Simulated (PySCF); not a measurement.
CoH₂, quartet: structure and spectrum

Level of theory: PySCF, UPBE0, basis Co def2-TZVP, H def2-TZVP (no relativity, density fitting).

The structure is a minimum.

```xyz
3
charge 0 multiplicity 4, angstrom
Co    0.0000    0.0000   -0.0207
H     1.4600    0.0000    0.6047
H    -1.4600    0.0000    0.6047
```

```json
{
  "Point group": "C2v",
  "Bond lengths": "Co–H 1.588 Å (×2)",
  "Bond angles": "H–Co–H 133.6°",
  "Enthalpy at 298.15 K above 0 K": "10.37 kJ/mol",
  "Spin squared ⟨S²⟩": "3.762",
  "Dipole moment": "2.09 D",
  "Zero-point energy": "23.9 kJ/mol",
  "Highest occupied level (α)": "-7.29 eV",
  "Heat capacity Cp at 298.15 K": "38.0 J/(mol K)",
  "Entropy at 298.15 K and 1 bar (electronic part: spin only)": "228.1 J/(mol K)",
  "Lowest empty level (β)": "-2.95 eV",
  "Principal polarisabilities": "28.8, 29.9, 44.2 bohr³",
  "Atomisation energy without zero-point energy": "456 kJ/mol",
  "Principal quadrupole moments (Buckingham, traceless) about the centre of mass": "-4.91, 2.13, 2.78 D Å",
  "Rotational constants": "22.12, 3.923, 3.332 cm⁻¹",
  "Rotational symmetry number": "2"
}
```

Harmonic modes (masses in u: Co 58.933, H 1.008):
| symmetry | ω (cm⁻¹) | IR (km/mol) | μ (u) | type |
| --- | --- | --- | --- | --- |
| a1 | 585 | 131 | 1.03 | bend |
| b2 | 1627 | 497 | 1.04 | stretch |
| a1 | 1777 | 48.2 | 1.01 | stretch |

In C2v the vibrations span 2a1 + b2. Here b1 is antisymmetric to the molecular plane and b2 lies in it.

Charges (e):
| atom | Mulliken | Löwdin | polar tensor | spin (Mulliken) | Mayer order to Co1 |
| --- | --- | --- | --- | --- | --- |
| Co1 | 0.34 | 0.38 | 0.76 | 2.80 | – |
| H2,3 | -0.17 | -0.19 | -0.38 | 0.10 | 0.94 |

Mulliken populations on Co1: s 7.04, p 12.37, d 7.25, f 0.00.

Formally Co is in oxidation state +2, d7, with 3 unpaired electrons (the high-spin count). The Mulliken spin on Co is 2.80. The polar-tensor charge on Co, 0.76, is far below the formal one.

Other isomers or separated fragments may lie lower. Open d and f shells are described by one determinant, and the ground state may have another occupation or spin. At this level a quartet minimum of D∞h symmetry lies 21 kJ/mol below this structure.

The final relaxation and frequency run took about 27 core-seconds on a shared host.
